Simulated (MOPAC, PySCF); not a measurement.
HB3O, SMILES `B1B2OB12`, neutral singlet in the gas phase. 

Cartesian coordinates (Å):
SMILES: B1B2OB12
```xyz
5

B      0.8039     0.0172     0.2246
B     -0.6337    -0.7670     0.4302
O     -1.6175    -0.0184    -0.1722
B     -0.5243     0.7907    -0.3765
H      1.9716    -0.0225     0.3061
```
Charge 0, multiplicity 1.

All levels are single points at this geometry (CAM-B3LYP-D3(BJ)/def2-TZVP); Pople sets use spherical d functions. Orbital energies aren't observables, and empty levels follow the basis.

B3LYP/6-311+G** in PySCF gives dipole (D) = 1.49.

**Question.** Estimate the dipole (D) from each of these levels: CAM-B3LYP-D3(BJ)/def2-TZVP in PySCF; PBE-D3(BJ)/def2-TZVP in PySCF; B3LYP/3-21G in PySCF; PBE/6-31G* in PySCF; SVWN5/6-31G* in PySCF; HF/6-31G* in PySCF; PM3 in MOPAC; PM6 in MOPAC.

**Answer.** 
```tsv
level	dipole (D)
CAM-B3LYP-D3(BJ)/def2-TZVP in PySCF	2.04
PBE-D3(BJ)/def2-TZVP in PySCF	2.14
B3LYP/3-21G in PySCF	1.23
PBE/6-31G* in PySCF	2.07
SVWN5/6-31G* in PySCF	1.62
HF/6-31G* in PySCF	2.45
PM3 in MOPAC	1.66
PM6 in MOPAC	2.46
```
